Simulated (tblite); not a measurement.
Species: C8H11P2 (charge -1).
Numbering: `[CH2:1]=[CH:2][c:3]1[p:4][cH:5][c:6]([CH:7]([CH3:8])[CH3:9])[p-:10]1` (hydrogens: H11, H12 on C1; H13 on C2; H14 on C5; H15 on C7; H16, H17, H18 on C8; H19, H20, H21 on C9)

Geometry (GFN2-xTB, Å), atoms numbered from 1 in this order:
```xyz
21
C8H11P2 angstrom
C      4.297    0.817   -0.333
C      3.608   -0.320   -0.227
C      2.182   -0.441   -0.126
P      1.458   -2.033    0.011
C     -0.165   -1.424    0.086
C     -0.353   -0.061    0.024
C     -1.717    0.582    0.080
C     -2.590    0.128   -1.091
C     -2.411    0.286    1.411
P      1.083    0.927   -0.129
H      3.788    1.768   -0.350
H      5.375    0.835   -0.407
H      4.147   -1.266   -0.212
H     -0.992   -2.119    0.180
H     -1.574    1.668    0.003
H     -3.558    0.630   -1.072
H     -2.755   -0.947   -1.046
H     -2.096    0.356   -2.033
H     -1.793    0.636    2.236
H     -2.560   -0.786    1.529
H     -3.382    0.781    1.464
```

Level: GFN2-xTB in tblite, geometry and Hessian alike; calculated harmonic values, unscaled, isolated species. This tight-binding method is rough: wavenumbers can miss measured ones by several per cent, in bad cases by 10 to 20. One conformer, not necessarily the lowest.

Harmonic wavenumbers (cm⁻¹): 37.4, 81.9, 106.9, 132.9, 184.3, 197.3, 205.1, 233.5, 276.5, 312.8, 349.2, 375.1, 438.6, 462.0, 527.0, 528.6, 622.1, 644.9, 721.2, 748.6, 794.5, 903.7, 928.0, 938.8, 939.3, 980.2, 992.0, 1048.3, 1054.5, 1095.2, 1132.8, 1181.1, 1211.6, 1233.3, 1296.9, 1317.2, 1330.7, 1393.5, 1406.2, 1408.3, 1421.6, 1499.1, 1503.8, 1505.9, 1514.2, 1635.4, 2896.9, 2968.8, 2973.1, 2976.4, 2982.1, 3016.4, 3023.0, 3027.2, 3028.3, 3052.6, 3088.2.

A = 1982, B = 611.8, C = 519.2 MHz; mass 169.034 u (most abundant isotopes); point group Cs, symmetry number 1.

Task: Zero-point energy?

Result: Half the sum of the wavenumbers: 35942 cm⁻¹ = 102.77 kcal/mol.

Task: What is S at 200 K and 1 bar for an ideal gas of classical rigid rotors and harmonic oscillators?

Result: Translation 39.33, rotation 29.42, vibration 22.44: S = 91.2 cal/(mol K).

Task: And Cp and H(200 K) − H(0)?

Result: Cp = 33.10 cal/(mol K), of which vibrations give 25.16 (their classical limit is 57 R = 113.3); H(200 K) − H(0) = 4.09 kcal/mol without the zero-point energy, 2.50 from vibrations.

Task: How do the functions run with temperature in this model?

Result: 
| T (K) | S (cal/(mol K)) | Cp (cal/(mol K)) | H − H(0) (kcal/mol) | G − H(0) (kcal/mol) | ln q(vib) |
| --- | --- | --- | --- | --- | --- |
| 100 | 72.8 | 20.9 | 1.37 | -5.91 | 1.91 |
| 300 | 106.8 | 44.6 | 7.98 | -24.06 | 8.14 |
| 500 | 134.5 | 64.7 | 19.00 | -48.25 | 14.30 |
| 800 | 169.5 | 83.9 | 41.56 | -94.03 | 23.01 |
| 1000 | 189.2 | 92.2 | 59.22 | -129.94 | 28.35 |

q(vib) and H(0) count from the zero-point level.

Task: What must be added to the electronic energy to get the Gibbs energy at 200 K and 1 bar?

Result: ZPE + [H(200 K) − H(0)] − T·S = 102.77 + 4.09 − 18.24 = 88.62 kcal/mol.

Task: Which modes carry the vibrational entropy at 200 K?

Result: 37.4 cm⁻¹: 4.60; 81.9 cm⁻¹: 3.07; 106.9 cm⁻¹: 2.56; 132.9 cm⁻¹: 2.15; 184.3 cm⁻¹: 1.57; 197.3 cm⁻¹: 1.45 cal/(mol K); the other 51 give 7.04 together.

Hindered rotation and anharmonicity are outside this model. Other conformers, if any are populated, would add a mixing term that is left out.
